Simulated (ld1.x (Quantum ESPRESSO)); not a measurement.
molybdenum (Mo): variants of one TM semilocal potential

Base potential:

```
Element                 : molybdenum (Mo)
Generator               : ld1.x (Quantum ESPRESSO) 7.5
Type                    : norm-conserving Troullier–Martins (semilocal form)
Functional              : PBE
Relativity              : scalar-relativistic
Frozen core             : [Kr]
Valence charge          : 6
Reference configuration : 4d5 5s1 5p0
Partial waves           : 5p (bound, empty): rc 3.35 bohr; 4d (bound): rc 2.10 bohr; 5s (bound): rc 2.60 bohr
Local potential         : the s channel
Core correction         : none
```

All-electron outer shells of the reference configuration (PBE, scalar-relativistic, ld1.x):

| shell | level (eV) | outermost node (bohr) | outermost maximum (bohr) |
| --- | --- | --- | --- |
| 4s | -64.35 | 0.51 | 0.99 |
| 4p | -38.49 | 0.52 | 1.08 |
| 5s | -4.09 | 1.34 | 2.93 |
| 4d | -3.75 | 0.53 | 1.38 |
| 5p | -1.04 | 1.54 | 4.11 |

Cutoffs, loose and tight: the cutoffs (Ry, on a coarse ladder) from which the occupation-weighted sum of valence levels, in a spherical-Bessel basis at the reference potential, stays within 10 and 1 mRy of its value at 400 Ry. They do not see the model core or the augmentation charge, which bear on the density cutoff. Test errors are all-electron minus pseudo excitation energies from the reference, over the configurations 4d5 5s0 5p0; 4d4 5s0 5p0; 4d3 5s0 5p0; 4d6 5s0 5p0; 4d5.5 5s0.5 5p0; 4d5 5s0.5 5p0; 4d4 5s1 5p1. A dash means not determined; rows that change the core or the reference have their own tests.

In the semilocal form every listed channel keeps its own potential, so the choice of the local channel does not act on these tests. It acts once the file is put into the separable form.

A semilocal file is local in each channel, so a ghost entry of none says nothing of the separable form that plane-wave codes build from it.

```tsv
change	outcome	cutoff, loose	cutoff, tight	bound ghosts	largest test error (meV)
base	generated	35 Ry	45 Ry	none	+74
type PAW, which also changes the form from semilocal to separable; waves now 5s (bound): rcut 2.25, rcutus 2.60 bohr; 5s channel at 0.45 Ry: rcut 2.25, rcutus 2.60 bohr; 5p (bound): rcut 2.90, rcutus 3.35 bohr; 5p channel at 0.35 Ry: rcut 2.90, rcutus 3.35 bohr; 4d (bound): rcut 1.85, rcutus 2.10 bohr; 4d channel at 0.05 Ry: rcut 1.85, rcutus 2.10 bohr; local potential all-electron potential smoothed inside 3.05 bohr (lloc = -1); core correction a·sin(br)/r model core, default radius (ld1.x builds one for every PAW set, though the input has nlcc=.false.); augmentation PSQ, inside the norm-conserving radii	failed: run_pseudo: Errors in PS-KS equation	–	–	–	–
wave 4d (bound): rc 2.10 bohr becomes 4d (bound): rc 1.56 bohr	generated	45 Ry	50 Ry	none	+78
reference 4d5 5s0 5p1	generated	35 Ry	45 Ry	none	+52
wave 5s (bound): rc 2.60 bohr becomes 5s (bound): rc 3.30 bohr	generated	35 Ry	45 Ry	none	+63
non-relativistic	generated	35 Ry	45 Ry	none	+77
```

Q: What comes out with this change to the base: all radii scaled by about 1.24 (s 3.24, p 4.16, d 2.62 bohr)?

A: outcome: generated; cutoff, loose: 30 Ry; cutoff, tight: 35 Ry; bound ghosts: none; largest test error (meV): +43.
